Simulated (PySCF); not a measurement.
Ga(F)2(NCO) (CF₂GaNO), SMILES O=C=[N][Ga]([F])[F]. Atoms are numbered in the order given.

```xyz
6

Ga     0.0049     0.6662     0.0000
F      1.2671     1.8578     0.0000
F     -1.6417     1.2265     0.0000
N      0.4212    -1.0815     0.0000
C      0.1379    -2.2587     0.0000
O     -0.0693    -3.4110     0.0000
```

Geometry optimised at TPSSh-D3(BJ)/def2-SVP. The structure was generated by enumeration; whether it is a known compound was not checked. The values are those of a single conformer.

These are PBE/pcSseg-1 in PySCF values and carry that method's errors.

GIAO shieldings, no solvent; atoms listed in one row are averaged. δ = σ(ref) − σ: ¹⁹F against CFCl3 (σ = 133.6 ppm); ¹⁵N against NH3 (σ = 267.0 ppm); ¹³C against TMS (σ = 182.0 ppm); ¹⁷O against H2O (σ = 334.3 ppm), references at their B3LYP-D3(BJ)/def2-TZVP geometries, non-relativistic.

```json
[
 {"nucleus": "¹⁹F", "atoms": "F3", "count": "1", "δ (ppm)": "-175.5"},
 {"nucleus": "¹⁹F", "atoms": "F2", "count": "1", "δ (ppm)": "-191.7"},
 {"nucleus": "¹⁵N", "atoms": "N4", "count": "1", "δ (ppm)": "47.6"},
 {"nucleus": "¹³C", "atoms": "C5", "count": "1", "δ (ppm)": "127.1"},
 {"nucleus": "¹⁷O", "atoms": "O6", "count": "1", "δ (ppm)": "156.3"}
]
```
